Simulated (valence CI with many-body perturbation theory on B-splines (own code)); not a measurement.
## Ta XXV: calculated level list

Method: relativistic CI+MBPT: three valence electrons over a frozen Dirac-Fock core [Kr] 4d10, radial functions for each j: 7 s, 7 p, 7 d, 7 f, 4 g, 2 h, with the one-electron correlation potential Σ1 (screened to all orders), the two-electron term Σ2, the three-electron term Σ3, Breit, model QED; selected single and double excitations, second order for the rest, scaled by the run's own slope (own B-spline code, finite nucleus).

No measured spectrum was set against this ion. As an estimate, terms of the open shell hold to a few per cent of their energy, and close levels can change places. Excitations out of the core, of the other parity, are not computed and may begin above about 157 eV (a cautious bound); beyond it only levels of the ground parity were kept, without lifetimes.

Levels 91 to 135 of 136, with energies above the lowest level, (4f5/2^3) J=9/2. "Leading %" is the weight of the configuration and term that name the level; weights of strongly mixed levels are sums over their largest components and can fall short. In the jj column 3d3/2^4 stands for four electrons in 3d with j = 3/2.

```
No.  Configuration  Term     J  E (cm⁻¹)  Leading %  Second component                Leading jj      g
 91         4f2.5p   4H°   9/2   1318000         34   30 % 4f2.5p 2H°      4f5/2^2 5p3/2 (92 %)  0.904
 92         4f2.5p   4I°  11/2   1328700         40   22 % 4f2.5p 4H°      4f5/2^2 5p3/2 (78 %)  1.021
 93         4f2.5p   4G°   5/2   1330600         80   14 % 4f2.5p 2F°      4f5/2^2 5p3/2 (96 %)  0.640
 94         4f2.5p   4F°   3/2   1338000         41   31 % 4f2.5p 4D°      4f5/2^2 5p3/2 (86 %)  0.798
 95         4f2.5p   4D°   1/2   1339000         85   12 % 4f2.5p 2P°      4f5/2^2 5p3/2 (84 %)  0.097
 96         4f2.5p   4G°   9/2   1340800         38   32 % 4f2.5p 2H°  4f5/2 4f7/2 5p3/2 (99 %)  1.037
 97         4f2.5p   2I°  11/2   1344300         38   28 % 4f2.5p 2H°  4f5/2 4f7/2 5p3/2 (80 %)  1.041
 98         4f2.5p   4F°   5/2   1345600         50   16 % 4f2.5p 4D°      4f5/2^2 5p3/2 (69 %)  1.019
 99         4f2.5p   4G°   7/2   1346400         37   25 % 4f2.5p 2G°      4f5/2^2 5p3/2 (75 %)  1.007
100         4f2.5p   4I°  13/2   1347400         68   24 % 4f2.5p 4H°  4f5/2 4f7/2 5p3/2 (89 %)  1.131
101         4f2.5p   4G°  11/2   1352400         47   16 % 4f2.5p 2I°  4f5/2 4f7/2 5p3/2 (75 %)  1.143
102         4f2.5p   4G°   7/2   1352800         39   27 % 4f2.5p 4F°  4f5/2 4f7/2 5p3/2 (97 %)  1.043
103         4f2.5p   4D°   3/2   1357500         54   36 % 4f2.5p 2D°  4f5/2 4f7/2 5p3/2 (98 %)  0.999
104         4f2.5p   2F°   7/2   1357800         39   25 % 4f2.5p 2G°  4f5/2 4f7/2 5p3/2 (87 %)  1.066
105         4f2.5p   4F°   9/2   1359300         31   27 % 4f2.5p 2G°  4f5/2 4f7/2 5p3/2 (96 %)  1.157
106         4f2.5p   2F°   5/2   1360400         40   32 % 4f2.5p 4D°  4f5/2 4f7/2 5p3/2 (95 %)  1.078
107         4f2.5p   4G°   9/2   1362500         47   43 % 4f2.5p 2G°  4f5/2 4f7/2 5p3/2 (93 %)  1.120
108         4f2.5p   2F°   5/2   1365500         55   15 % 4f2.5p 2D°  4f5/2 4f7/2 5p3/2 (86 %)  0.933
109         4f2.5p   4I°  15/2   1365900         96                        4f7/2^2 5p3/2 (70 %)  1.193
110         4f2.5p   2I°  13/2   1366500         56   40 % 4f2.5p 4H°      4f7/2^2 5p3/2 (54 %)  1.134
111         4f2.5p   2G°   7/2   1368600         44   27 % 4f2.5p 4F°  4f5/2 4f7/2 5p3/2 (90 %)  1.029
112         4f2.5p   4G°  11/2   1369700         44   40 % 4f2.5p 2H°  4f5/2 4f7/2 5p3/2 (59 %)  1.159
113         4f2.5p   2G°   9/2   1376100         56   18 % 4f2.5p 4F°      4f7/2^2 5p3/2 (85 %)  1.136
114         4f2.5p   2P°   1/2   1382900         40   30 % 4f2.5p 2S°  4f5/2 4f7/2 5p3/2 (84 %)  1.433
115         4f2.5p   2H°  11/2   1384000         51   40 % 4f2.5p 4G°      4f7/2^2 5p3/2 (92 %)  1.146
116         4f2.5p   4S°   3/2   1386000         33   20 % 4f2.5p 4P°  4f5/2 4f7/2 5p3/2 (66 %)  1.495
117         4f2.5p   2F°   5/2   1386900         47   31 % 4f2.5p 2D°      4f7/2^2 5p3/2 (94 %)  1.047
118         4f2.5p   2F°   7/2   1389500         44   26 % 4f2.5p 4D°      4f7/2^2 5p3/2 (58 %)  1.166
119         4f2.5p   2G°   9/2   1392300         59   24 % 4f2.5p 4F°      4f7/2^2 5p3/2 (75 %)  1.146
120         4f2.5p   2I°  13/2   1392900         61   34 % 4f2.5p 2K°  4f5/2 4f7/2 5p3/2 (65 %)  1.031
121         4f2.5p   2F°   7/2   1393400         60   13 % 4f2.5p 2G°  4f5/2 4f7/2 5p3/2 (51 %)  1.168
122         4f2.5p   2D°   3/2   1398800         28   27 % 4f2.5p 4P°      4f5/2^2 5p3/2 (42 %)  1.313
123         4f2.5p   2D°   5/2   1400700         62   12 % 4f2.5p 4P°  4f5/2 4f7/2 5p3/2 (71 %)  1.162
124         4f2.5p   2H°  11/2   1403600         51   42 % 4f2.5p 2I°  4f5/2 4f7/2 5p3/2 (56 %)  1.026
125         4f2.5p   2P°   1/2   1406900         45   25 % 4f2.5p 4P°      4f7/2^2 5p3/2 (65 %)  1.419
126         4f2.5p   2D°   3/2   1407900         63   13 % 4f2.5p 4D°  4f5/2 4f7/2 5p3/2 (66 %)  1.009
127         4f2.5p   4D°   5/2   1408000         49   30 % 4f2.5p 4P°  4f5/2 4f7/2 5p3/2 (97 %)  1.394
128         4f2.5p   2K°  15/2   1415000         96                    4f5/2 4f7/2 5p3/2 (70 %)  1.069
129         4f2.5p   4D°   7/2   1420300         60   34 % 4f2.5p 2F°      4f7/2^2 5p3/2 (91 %)  1.305
130         4f2.5p   2H°   9/2   1425000         94                    4f5/2 4f7/2 5p3/2 (65 %)  0.920
131         4f2.5p   2P°   1/2   1429100         84   11 % 4f2.5p 4D°  4f5/2 4f7/2 5p3/2 (72 %)  0.663
132         4f2.5p   2D°   5/2   1431600         50   40 % 4f2.5p 4P°      4f7/2^2 5p3/2 (87 %)  1.330
133         4f2.5p   2P°   3/2   1433400         57   25 % 4f2.5p 2D°      4f7/2^2 5p3/2 (65 %)  1.264
134         4f2.5p   2P°   3/2   1494900         93                        4f7/2^2 5p3/2 (81 %)  1.328
135         4f.5s2   2F°   5/2   1670000         99                           4f5/2 5s^2 (99 %)  0.854
```

Where two levels of one J and parity lie close, their mixing, g and order are uncertain.
